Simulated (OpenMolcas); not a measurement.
Co2+ (d7) among equal point charges was computed by CASSCF with the d shell active (OpenMolcas, ANO-RCC-VDZP on the metal). Its lowest spin-free states, and all those of the highest spin:

| 2S+1 | Degeneracy | E (cm-1) |
| --- | --- | --- |
| 4 | 3 | 0.0 |
| 4 | 3 | 5916 |
| 4 | 1 | 13090 |
| 2 | 2 | 16306 |
| 2 | 3 | 20274 |
| 2 | 3 | 20810 |
| 4 | 3 | 23250 |
| 2 | 1 | 23881 |
| 2 | 3 | 26373 |
| 2 | 3 | 28789 |
| 2 | 3 | 28807 |
| 2 | 2 | 30726 |

Problem. Is the site octahedral, tetrahedral or cube-like, axial, or of lower symmetry?

Solution. The states with 2S+1 = 4 have orbital degeneracies 3, 3, 1, 3. Threefold states need a cubic site. For d7 at this spin an octahedron puts the threefold T1 below the threefold T2 and a tetrahedron or cube puts the single A2 below the threefold T2, so the site is octahedral. The run had Co2+ among 6 point charges of -1.5 e arranged as an octahedron (Oh), 1.75 Å from the ion.

An orbital triplet at a regular site is open to Jahn-Teller coupling, which can distort the site and quench the lowest spin-orbit gaps and is left out. Without dynamic correlation the repulsion within the d shell is too large (B by tens of per cent), so at a given field states of lower spin stand too high. This is an electrostatic model: the charges have no orbitals. No measured value stands beside these numbers.
